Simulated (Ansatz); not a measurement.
Geometry optimisation, RKS B3LYP-D4/def2-SVP in Ansatz 0.2.0.

Input file:

```yaml
crystal:
  periodic: [false, false, false]
  atoms:
    - { symbol: Si, position_ang: [-1.8414, 0.5501, -0.1147] }
    - { symbol: C, position_ang: [-0.044, 0.1024, -0.1368] }
    - { symbol: C, position_ang: [0.6578, -0.7084, 0.6481] }
    - { symbol: C, position_ang: [1.9538, -0.3652, -0.1843] }
    - { symbol: O, position_ang: [0.9374, 0.4368, -0.9281] }
    - { symbol: H, position_ang: [-2.0356, 2.0785, 0.0525] }
    - { symbol: H, position_ang: [-2.5122, 0.1911, -1.3959] }
    - { symbol: H, position_ang: [-2.5433, -0.0733, 0.9902] }
    - { symbol: H, position_ang: [0.5239, -1.3172, 1.568] }
    - { symbol: H, position_ang: [1.35751, 0.66327, -1.79546] }
    - { symbol: H, position_ang: [2.6652, 0.2192, 0.2992] }
basis:
  gaussian: { orbitals: def2-SVP }
hamiltonian:
  xc: b3lyp
  dispersion: d4
relax:
  f_tol: 0.02
  max_steps: 50
```

Run as:

```bash
$ ansatz run input.yaml --threads 2 --pin off --max-ram 3072MiB --backend cpu --events-out ev --progress --plain --runs-dir out
```

Where does it end, and by what steps?

It converged. After 12 steps the energy has fallen by 1.959 eV; H10 moved furthest, 0.51 Å.

```csv
step,energy less start (eV),largest force component (eV/Å),accepted
0,0.0000,6.649,yes
1,-0.9533,3.626,yes
2,-1.4693,2.327,yes
3,-1.8388,0.602,yes
4,-1.9020,1.164,yes
5,-1.7747,1.672,no
6,-1.9509,0.166,yes
7,-1.9545,0.119,yes
8,-1.9565,0.101,yes
9,-1.9585,0.125,yes
10,-1.9593,0.045,yes
11,-1.9594,0.034,yes
12,-1.9595,0.006,yes
```

```xyz
11
Properties=species:S:1:pos:R:3
Si -1.860 0.626 -0.166
C -0.092 0.187 0.058
C 0.792 -0.647 0.708
C 1.913 -0.414 -0.112
O 1.030 0.699 -0.834
H -2.145 2.076 0.058
H -2.362 0.309 -1.545
H -2.604 -0.190 0.836
H 0.660 -1.298 1.573
H 0.913 0.409 -1.760
H 2.874 0.019 0.186
```

Whether the end is a true minimum wasn't checked by a vibrational analysis.

The run took 22 s on 2 threads of AMD EPYC 9R14 (Zen 4), with other jobs on the host, peak memory 0.24 GiB.
